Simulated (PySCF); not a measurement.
**C+ (carbon, charge +1): UHF calculation**

Configuration: [He] 2s2 2p1, 2P determinant. All numbers are calculated (PySCF 2.14, scalar relativity by spin-free X2C-1e, in aug-cc-pVTZ-DK (5s4p3d2f, 46 functions)).

```
Total energy                                                  : -37.310068 hartree
One-electron energy                                           : -47.5906 hartree
Hartree (Coulomb) energy                                      : 15.0297 hartree
Exchange energy                                               : -4.7491 hartree
⟨S²⟩                                                          : 0.7566
⟨L²⟩                                                          : 2.017
Sum of ⟨r⟩                                                    : 4.959 bohr
Sum of ⟨r²⟩                                                   : 8.072 bohr²
Traceless quadrupole moment −½Σ⟨3z² − r²⟩ along its main axis : -1.10 e·bohr²
Langevin diamagnetic susceptibility                           : -6.39 ×10⁻⁶ cm³/mol
```

| shell | electrons | mean orbital energy (eV) | rms radius, mean of both spins (bohr) |
| --- | --- | --- | --- |
| 1s α | 1 | -324.27 | 0.311 |
| 1s β | 1 | -323.45 | 0.311 |
| 2s α | 1 | -33.326 | 1.61 |
| 2s β | 1 | -29.612 | 1.61 |
| 2p α | 1 | -24.854 | 1.64 |

Spin-orbit constants ζ (cm⁻¹) from the X2C one-electron operator on these orbitals: bare nucleus, nucleus screened by l(l+1)(2l+1)/3 electrons, and screened by the Breit-Pauli mean field of the electrons.

```tsv
shell	bare	screened nucleus	mean field
2p	77.08	51.39	41.26
```

To first order the Landé constant is A = 41.26 cm⁻¹, so the lowest level has J = 1/2 and lies 0.00512 eV below the centre of the term.
